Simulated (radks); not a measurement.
Question: W4+, configuration [Kr] 4d10 4f14 5s1 5p6 5d2 6d1 (not the ground configuration). Method: scalar-relativistic Kohn-Sham, RPBE, spin-polarised, spherical densities, finite nucleus; open shells are filled with parallel spins first (spin-orbit coupling, left out, can overturn this in heavy ions); Fermi nuclear charge, rms radius 5.3658 fm; computed with a radial shooting solver on a logarithmic mesh with Libxc functionals. Some entries of the table are withheld. Estimate them.

| orbital | occ. | eigenvalue (eV) | <r^2> (bohr^2) | r(max) (bohr) |
|---|---|---|---|---|
| 1s up | 1 | -69529.24 | 0.0004631 | 0.01146 |
| 1s down | 1 | -69529.10 | 0.0004631 | 0.01146 |
| 2s up | 1 | -12047.80 | 0.007120 | 0.06568 |
| 2s down | 1 | -12047.55 | 0.007120 | 0.06568 |
| 2p up | 3 | -10545.13 | 0.005891 | 0.05388 |
| 2p down | 3 | -10544.91 | 0.005891 | 0.05388 |
| 3s up | 1 | -2817.361 | 0.04621 | 0.1853 |
| 3s down | 1 | -2817.229 | 0.04621 | 0.1853 |
| 3p up | 3 | -2372.168 | 0.04698 | 0.1834 |
| 3p down | 3 | -2372.025 | 0.04698 | 0.1834 |
| 3d up | 5 | -1859.766 | 0.03897 | 0.1494 |
| 3d down | 5 | -1859.571 | 0.03897 | 0.1494 |
| 4s up | 1 | -625.4032 | 0.2282 | 0.4206 |
| 4s down | 1 | -625.1092 | 0.2281 | 0.4207 |
| 4p up | 3 | -479.3608 | 0.2599 | 0.4412 |
| 4p down | 3 | -479.0575 | 0.2597 | 0.4413 |
| 4d up | 5 | -294.0916 | 0.3029 | 0.4522 |
| 4d down | 5 | -293.6946 | 0.3021 | 0.4523 |
| 5s up | 1 | -133.4081 | 1.232 | 0.9581 |
| 5s down | 0 | -130.8249 | 1.224 | 0.9545 |
| 5p up | 3 | -96.1876 | 1.615 | 1.077 |
| 5p down | 3 | -93.3270 | 1.614 | 1.073 |
| 4f up | 7 | -88.6216 | 0.4501 | 0.4288 |
| 4f down | 7 | -87.8735 | 0.4412 | 0.4284 |
| 5d up | 2 | -51.8858 | (1) | 1.347 |
| 5d down | 0 | -49.1647 | (2) | 1.349 |
| 6s up | 0 | -42.9267 | 6.225 | 2.185 |
| 6s down | 0 | -41.4860 | 6.164 | 2.217 |
| 6p up | 0 | -33.5271 | 8.718 | 2.589 |
| 6d up | 1 | (3) | 15.04 | 3.524 |
| 5f up | 0 | -20.9614 | 10.83 | 2.689 |
| 7d up | 0 | -12.6977 | 44.26 | 6.478 |

Answer: 
(1) 5d up <r^2> (bohr^2): 2.783
(2) 5d down <r^2> (bohr^2): 2.868
(3) 6d up eigenvalue (eV): -22.5456
